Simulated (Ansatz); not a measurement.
C2H7NSi can be A, `C=C[SiH2]N`, or B, `C1C[SiH2]N1`.

Isolated molecules relaxed with PBE0-D4/def2-TZVP in Ansatz; ΔE leaves out vibrations. CCSD(T)/CBS is the MP2 limit (def2-TZVPP, def2-QZVPP) plus CCSD(T) − MP2 in def2-TZVPP, frozen cores. Functionals use def2-TZVPP. One conformer a species, not always the lowest.

A:

Z-matrix (Å, degrees):
```
Si
C 1 1.865
N 1 1.715 2 114.9
H 1 1.488 2 108.4 3 -120.8
H 1 1.488 2 108.4 3 120.8
C 2 1.330 1 123.1 3 0.1
H 2 1.091 1 118.8 3 -179.9
H 3 1.006 1 121.5 2 75.9
H 3 1.006 1 121.5 2 -76.3
H 6 1.087 2 122.6 1 180.0
H 6 1.087 2 121.2 1 -0.0
```

B:

Z-matrix (Å, degrees):
```
C
Si 1 2.359
N 1 1.466 2 46.4
C 1 1.554 2 52.8 3 -170.4
H 1 1.097 2 120.0 3 94.4
H 1 1.096 2 132.1 3 -81.9
H 2 1.492 1 131.5 3 81.2
H 2 1.495 1 122.5 3 -94.8
H 3 1.003 1 121.9 2 161.1
H 4 1.090 1 113.1 2 116.1
H 4 1.089 1 114.2 2 -118.6
```

Question: Which is lower in electronic energy at CCSD(T)/CBS, and by how much? (Estimate.)

Answer: Ansatz gave: A, by 8.6 kcal/mol.

Question: Give E(B) − E(A) in kcal/mol with BLYP-D4, CCSD(T)/def2-TZVPP, CCSD/def2-TZVPP, PBE-D4, ωB97M-V, HF/def2-TZVPP, MP2/def2-TZVPP. (An estimate is asked.)

Answer: Ansatz gave: BLYP-D4 11.6, CCSD(T)/def2-TZVPP 8.3, CCSD/def2-TZVPP 8.2, PBE-D4 5.5, ωB97M-V 6.9, HF/def2-TZVPP 12.1, MP2/def2-TZVPP 6.6. None reverses the order clearly.

Question: Does the order hold for the free energy at 298.15 K (harmonic terms from PBE0-D4)? (Best estimate.)

Answer: Computed: Yes: G(B) − G(A) = +11.4 kcal/mol, for one conformer each.

Largest T1 diagnostic: 0.011.

In def2-TZVPP, CCSD(T) changes the Hartree–Fock value by −3.8 kcal/mol (the triples alone add +0.1 kcal/mol) and MP2 by −5.6 kcal/mol. From r2SCAN to r2SCAN0 (25 % exact exchange), in def2-TZVPP and without D4, E(B) − E(A) moves by −1.5 kcal/mol.
